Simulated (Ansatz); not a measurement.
Ansatz (a quantum-chemistry and plane-wave program) job for Si(OSiH3)2(NHSiH3)(Cl) (ClH10NO2Si4), SMILES [SiH3]N[Si](Cl)(O[SiH3])O[SiH3], r2SCAN-D4/def2-SVP. 

Ansatz 0.2 input:
```yaml
crystal:
  periodic: [false, false, false]
  atoms:
    - {symbol: Si, position_ang: [-2.29429775, -1.87064793, 0.85702871]}
    - {symbol: N, position_ang: [-0.61689993, -1.43656365, 0.90356684]}
    - {symbol: Si, position_ang: [0.18286351, -0.38517477, -0.18574039]}
    - {symbol: Cl, position_ang: [0.49361980, -1.17957123, -1.98426569]}
    - {symbol: O, position_ang: [1.60559588, -0.01896373, 0.47744100]}
    - {symbol: Si, position_ang: [2.70186609, 1.16009717, 0.69779340]}
    - {symbol: O, position_ang: [-0.71846530, 0.92130305, -0.44776945]}
    - {symbol: Si, position_ang: [-1.16710759, 2.39327020, 0.07181592]}
    - {symbol: H, position_ang: [-2.45793033, -2.74046868, 2.02267892]}
    - {symbol: H, position_ang: [-2.60258509, -2.57286869, -0.39161053]}
    - {symbol: H, position_ang: [-3.09710985, -0.65132507, 0.96139008]}
    - {symbol: H, position_ang: [-0.02529263, -1.93160895, 1.54700916]}
    - {symbol: H, position_ang: [3.04384099, 1.74274930, -0.59860650]}
    - {symbol: H, position_ang: [3.80224501, 0.41976090, 1.30581763]}
    - {symbol: H, position_ang: [2.10909251, 2.16182203, 1.58494067]}
    - {symbol: H, position_ang: [-2.43514425, 2.59132326, -0.62340008]}
    - {symbol: H, position_ang: [-1.31369059, 2.37430983, 1.52752592]}
    - {symbol: H, position_ang: [-0.12024710, 3.33062221, -0.33813600]}
basis:
  gaussian:
    orbitals: def2-SVP
hamiltonian:
  xc: r2scan
  dispersion: d4
relax: {f_tol: 0.002, max_steps: 200}
```

It prints:

```
[...]
integrals: 0.19 GiB planned
2017 factors; their error is unknown
mean field: 0.87 GiB planned
mean field -49762.77499167 eV, -1828.7482505235 hartree, gradient 1.4e-5 eV, S^2 0.000000; 0 other end points of the search recorded, 0 dependent functions left out
the calculation of the forces begins
reference -49762.77500715 eV, -1828.7482510924 hartree; 53, 53 occupied and 129, 129 virtual orbitals, 2017 factors
relax step 122: F+E_penalty+E_count = -49762.94173310 eV  Δ(F+E_penalty+E_count) = -1.945e-4 eV  max|allowed force component| = 4.713e-2 eV/Å  Δτ_max = 0.0687 Å  (31 SCF iters, accepted)
these checks for a lower state are left out or cut short: starts, cluster_reference, orbital_swaps, neighbouring_geometries, increment
integrals: 0.19 GiB planned
2017 factors; their error is unknown
mean field: 0.87 GiB planned
mean field -49762.77514420 eV, -1828.7482561290 hartree, gradient 1.3e-5 eV, S^2 0.000000; 0 other end points of the search recorded, 0 dependent functions left out
the calculation of the forces begins
reference -49762.77515968 eV, -1828.7482566979 hartree; 53, 53 occupied and 129, 129 virtual orbitals, 2017 factors
relax step 123: F+E_penalty+E_count = -49762.94189670 eV  Δ(F+E_penalty+E_count) = -1.636e-4 eV  max|allowed force component| = 3.040e-2 eV/Å  Δτ_max = 0.0139 Å  (24 SCF iters, accepted)
these checks for a lower state are left out or cut short: starts, cluster_reference, orbital_swaps, neighbouring_geometries, increment
integrals: 0.19 GiB planned
2017 factors; their error is unknown
mean field: 0.87 GiB planned
mean field evaluation 864: about -49762.7748 eV, gradient 3.3e-1 eV
mean field -49762.77526888 eV, -1828.7482607109 hartree, gradient 1.2e-5 eV, S^2 0.000000; 0 other end points of the search recorded, 0 dependent functions left out
the calculation of the forces begins
reference -49762.77528436 eV, -1828.7482612798 hartree; 53, 53 occupied and 129, 129 virtual orbitals, 2017 factors
relax step 124: F+E_penalty+E_count = -49762.94202344 eV  Δ(F+E_penalty+E_count) = -1.267e-4 eV  max|allowed force component| = 9.925e-3 eV/Å  Δτ_max = 0.0117 Å  (24 SCF iters, accepted)
these checks for a lower state are left out or cut short: starts, cluster_reference, orbital_swaps, neighbouring_geometries, increment
integrals: 0.19 GiB planned
2017 factors; their error is unknown
mean field: 0.87 GiB planned
mean field -49762.77535929 eV, -1828.7482640335 hartree, gradient 1.2e-5 eV, S^2 0.000000; 0 other end points of the search recorded, 0 dependent functions left out
the calculation of the forces begins
reference -49762.77537478 eV, -1828.7482646024 hartree; 53, 53 occupied and 129, 129 virtual orbitals, 2017 factors
relax step 125: F+E_penalty+E_count = -49762.94211323 eV  Δ(F+E_penalty+E_count) = -8.979e-5 eV  max|allowed force component| = 5.546e-3 eV/Å  Δτ_max = 0.0273 Å  (31 SCF iters, accepted)
these checks for a lower state are left out or cut short: starts, cluster_reference, orbital_swaps, neighbouring_geometries, increment
integrals: 0.19 GiB planned
2017 factors; their error is unknown
mean field: 0.87 GiB planned
mean field -49762.77535471 eV, -1828.7482638648 hartree, gradient 1.5e-5 eV, S^2 0.000000; 0 other end points of the search recorded, 0 dependent functions left out
the calculation of the forces begins
reference -49762.77537019 eV, -1828.7482644337 hartree; 53, 53 occupied and 129, 129 virtual orbitals, 2017 factors
relax step 126: F+E_penalty+E_count = -49762.94212906 eV  Δ(F+E_penalty+E_count) = -1.583e-5 eV  max|allowed force component| = 2.303e-2 eV/Å  Δτ_max = 0.0690 Å  (30 SCF iters, accepted)
these checks for a lower state are left out or cut short: starts, cluster_reference, orbital_swaps, neighbouring_geometries, increment
integrals: 0.19 GiB planned
2017 factors; their error is unknown
mean field: 0.87 GiB planned
mean field -49762.77542598 eV, -1828.7482664840 hartree, gradient 1.6e-5 eV, S^2 0.000000; 0 other end points of the search recorded, 0 dependent functions left out
the calculation of the forces begins
reference -49762.77544146 eV, -1828.7482670528 hartree; 53, 53 occupied and 129, 129 virtual orbitals, 2017 factors
relax step 127: F+E_penalty+E_count = -49762.94219193 eV  Δ(F+E_penalty+E_count) = -6.287e-5 eV  max|allowed force component| = 5.273e-3 eV/Å  Δτ_max = 0.0167 Å  (23 SCF iters, accepted)
these checks for a lower state are left out or cut short: starts, cluster_reference, orbital_swaps, neighbouring_geometries, increment
integrals: 0.19 GiB planned
2017 factors; their error is unknown
mean field: 0.87 GiB planned
mean field -49762.77543093 eV, -1828.7482666661 hartree, gradient 2.0e-5 eV, S^2 0.000000; 0 other end points of the search recorded, 0 dependent functions left out
the calculation of the forces begins
reference -49762.77544641 eV, -1828.7482672349 hartree; 53, 53 occupied and 129, 129 virtual orbitals, 2017 factors
relax step 128: F+E_penalty+E_count = -49762.94220035 eV  Δ(F+E_penalty+E_count) = -8.421e-6 eV  max|allowed force component| = 3.621e-3 eV/Å  Δτ_max = 0.0020 Å  (23 SCF iters, accepted)
these checks for a lower state are left out or cut short: starts, cluster_reference, orbital_swaps, neighbouring_geometries, increment
integrals: 0.19 GiB planned
2017 factors; their error is unknown
mean field: 0.87 GiB planned
mean field evaluation 896: about -49762.7752 eV, gradient 2.2e-1 eV
mean field -49762.77543158 eV, -1828.7482666900 hartree, gradient 8.9e-6 eV, S^2 0.000000; 0 other end points of the search recorded, 0 dependent functions left out
the calculation of the forces begins
reference -49762.77544706 eV, -1828.7482672587 hartree; 53, 53 occupied and 129, 129 virtual orbitals, 2017 factors
relax step 129: F+E_penalty+E_count = -49762.94220820 eV  Δ(F+E_penalty+E_count) = -7.850e-6 eV  max|allowed force component| = 2.306e-3 eV/Å  Δτ_max = 0.0093 Å  (23 SCF iters, accepted)
these checks for a lower state are left out or cut short: starts, cluster_reference, orbital_swaps, neighbouring_geometries, increment
integrals: 0.19 GiB planned
2017 factors; their error is unknown
mean field: 0.87 GiB planned
mean field -49762.77543005 eV, -1828.7482666338 hartree, gradient 1.1e-5 eV, S^2 0.000000; 0 other end points of the search recorded, 0 dependent functions left out
the calculation of the forces begins
reference -49762.77544553 eV, -1828.7482672024 hartree; 53, 53 occupied and 129, 129 virtual orbitals, 2017 factors
relax step 130: F+E_penalty+E_count = -49762.94221498 eV  Δ(F+E_penalty+E_count) = -6.782e-6 eV  max|allowed force component| = 2.188e-3 eV/Å  Δτ_max = 0.0116 Å  (23 SCF iters, accepted)
these checks for a lower state are left out or cut short: starts, cluster_reference, orbital_swaps, neighbouring_geometries, increment
integrals: 0.19 GiB planned
2017 factors; their error is unknown
mean field: 0.87 GiB planned
mean field -49762.77542799 eV, -1828.7482665578 hartree, gradient 2.1e-5 eV, S^2 0.000000; 0 other end points of the search recorded, 0 dependent functions left out
the calculation of the forces begins
reference -49762.77544346 eV, -1828.7482671264 hartree; 53, 53 occupied and 129, 129 virtual orbitals, 2017 factors
relax step 131: F+E_penalty+E_count = -49762.94222014 eV  Δ(F+E_penalty+E_count) = -5.166e-6 eV  max|allowed force component| = 1.880e-3 eV/Å  Δτ_max = 0.0053 Å  (24 SCF iters, accepted)
these checks for a lower state are left out or cut short: starts, cluster_reference, orbital_swaps, neighbouring_geometries, increment
integrals: 0.19 GiB planned
2017 factors; their error is unknown
mean field: 0.87 GiB planned
mean field -49762.77542341 eV, -1828.7482663896 hartree, gradient 2.2e-5 eV, S^2 0.000000; 0 other end points of the search recorded, 0 dependent functions left out
the calculation of the forces begins
reference -49762.77543888 eV, -1828.7482669581 hartree; 53, 53 occupied and 129, 129 virtual orbitals, 2017 factors
relax step 132: F+E_penalty+E_count = -49762.94222715 eV  Δ(F+E_penalty+E_count) = -7.010e-6 eV  max|allowed force component| = 1.565e-3 eV/Å  Δτ_max = 0.0060 Å  (24 SCF iters, accepted)
these checks for a lower state are left out or cut short: starts, cluster_reference, orbital_swaps, neighbouring_geometries, increment
integrals: 0.19 GiB planned
2017 factors; their error is unknown
mean field: 0.87 GiB planned
mean field -49762.77542234 eV, -1828.7482663502 hartree, gradient 1.8e-5 eV, S^2 0.000000; 0 other end points of the search recorded, 0 dependent functions left out
the calculation of the forces begins
reference -49762.77543780 eV, -1828.7482669186 hartree; 53, 53 occupied and 129, 129 virtual orbitals, 2017 factors
relax step 133: F+E_penalty+E_count = -49762.94223233 eV  Δ(F+E_penalty+E_count) = -5.179e-6 eV  max|allowed force component| = 1.850e-3 eV/Å  Δτ_max = 0.0079 Å  (23 SCF iters, accepted)
these checks for a lower state are left out or cut short: starts, cluster_reference, orbital_swaps, neighbouring_geometries, increment
integrals: 0.19 GiB planned
2017 factors; their error is unknown
mean field: 0.87 GiB planned
mean field evaluation 928: about -49762.7754 eV, gradient 3.2e-4 eV
mean field -49762.77541839 eV, -1828.7482662051 hartree, gradient 2.6e-5 eV, S^2 0.000000; 0 other end points of the search recorded, 0 dependent functions left out
the calculation of the forces begins
reference -49762.77543385 eV, -1828.7482667735 hartree; 53, 53 occupied and 129, 129 virtual orbitals, 2017 factors
relax step 134: F+E_penalty+E_count = -49762.94223348 eV  Δ(F+E_penalty+E_count) = -1.147e-6 eV  max|allowed force component| = 1.322e-3 eV/Å  Δτ_max = 0.0042 Å  (23 SCF iters, accepted)
integrals: 0.19 GiB planned
2017 factors; their error is unknown
mean field: 0.87 GiB planned
mean field -49762.77541839 eV, -1828.7482662051 hartree, gradient 2.6e-5 eV, S^2 0.000000; 1 other end points of the search recorded, 0 dependent functions left out
the calculation of the forces begins
reference -49762.77543385 eV, -1828.7482667735 hartree; 53, 53 occupied and 129, 129 virtual orbitals, 2017 factors
Total energy: -49762.94224895 eV, -1828.7543971150 hartree
Atom 0 at    -2.226414    -1.861653     0.898408 Å, force     0.001322     0.001173    -0.000559 eV/Å
Atom 1 at    -0.499289    -1.588008     0.752663 Å, force    -0.000977    -0.000313     0.000399 eV/Å
Atom 2 at     0.221723    -0.116531     0.295266 Å, force    -0.000272    -0.000090    -0.000040 eV/Å
Atom 3 at     0.987833    -0.128365    -1.643921 Å, force     0.000077     0.000122     0.000081 eV/Å
Atom 4 at     1.485034     0.263394     1.266438 Å, force     0.000180     0.000276     0.000066 eV/Å
Atom 5 at     2.964274     1.040818     1.193479 Å, force    -0.000734     0.000657    -0.000303 eV/Å
Atom 6 at    -0.977632     1.001772     0.328575 Å, force     0.001077    -0.000329     0.000325 eV/Å
Atom 7 at    -1.605374     2.259515    -0.578452 Å, force     0.001131    -0.000259     0.000254 eV/Å
Atom 8 at    -2.416053    -3.333573     1.052273 Å, force    -0.000325     0.000386     0.000273 eV/Å
Atom 9 at    -2.938532    -1.390483    -0.325033 Å, force    -0.000597    -0.000461    -0.000083 eV/Å
Atom 10 at    -2.826037    -1.173780     2.080255 Å, force    -0.000274    -0.000835     0.000233 eV/Å
Atom 11 at     0.113740    -2.360266     1.001997 Å, force     0.000254     0.000054    -0.000387 eV/Å
Atom 12 at     2.830237     2.345126     0.482292 Å, force    -0.000034    -0.000087    -0.000248 eV/Å
Atom 13 at     3.956570     0.183449     0.485275 Å, force    -0.000070    -0.000020     0.000417 eV/Å
Atom 14 at     3.409928     1.274260     2.593307 Å, force     0.000210    -0.000464    -0.000009 eV/Å
Atom 15 at    -2.695737     2.876887     0.222854 Å, force    -0.000114    -0.000305    -0.000832 eV/Å
Atom 16 at    -0.544731     3.271708    -0.851842 Å, force    -0.000451    -0.000028    -0.000191 eV/Å
Atom 17 at    -2.149187     1.743796    -1.866353 Å, force    -0.000405     0.000522     0.000604 eV/Å
Dipole moment:     0.069742    -0.056711     0.136134 e Å
```

Self-consistency was reached.

Cost: roughly 40 core-minutes.
